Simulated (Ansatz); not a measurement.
Task: Name a neutral molecule of Al, C, F, O, Si and H with ideal-gas entropy at 298 K and 1 bar (rigid rotor, harmonic PBE0-D4/def2-TZVP) between 384 and 400 J/(mol·K) and zero-point energy (PBE0-D4/def2-TZVP) between 176 and 192 kJ/mol (Ansatz, PBE0-D4/def2-TZVP geometry).

Result: `[CH3][Al]([OH])[SiH2]F` (397 J/(mol·K), 182.1 kJ/mol). Other molecules can fit too; these were computed, each in one conformer that needn't be the lowest.
